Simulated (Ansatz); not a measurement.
System: SnCl$_{3}$, charge 0, multiplicity 2. It need not be the lowest isomer of its formula. 
Geometry from a B3LYP-D3(BJ)/def2-TZVP (Ansatz, an electronic-structure program) optimisation:
```
Sn
Cl 1 2.3608
Cl 1 2.3608 2 107.63
Cl 1 2.3608 2 107.63 3 115.74
```
Charge 0, spin multiplicity 2.

Computed values are from Ansatz. Correlated levels leave the core frozen unless marked. UHF or UKS for open shells. No spin-orbit coupling. Frozen are the shells of the preceding noble gas and the d and f shells that filled before the atom's block. In def2 rows, elements after Kr have scalar-relativistic effective core potentials. Basis-set limits of correlation are two-point, X^-3; Hartree-Fock from the larger set. [CCSD(T)-MP2]/basis is that difference in the basis named.

### Question
What is the atomisation energy De at CCSD(T)/CBS(def2-TZVPP,def2-QZVPP)?

### Answer
234.0 kcal/mol.

### Question
What is the dipole moment at CCSD(T)/def2-SVPD?

### Answer
2.22 D.

### Question
What is the T1 diagnostic at CCSD/def2-QZVPP?

### Answer
0.012.

### Question
What is the total energy at CCSD(T)/CBS(def2-TZVPP,def2-QZVPP)?

### Answer
-1592.9013 Eh.

### Question
What is the vertical ionisation energy (to the singlet) at RI-MP2/CBS(def2-TZVPPD,def2-QZVPPD)+[CCSD(T)-MP2]/def2-TZVPPD?

### Answer
9.63 eV.
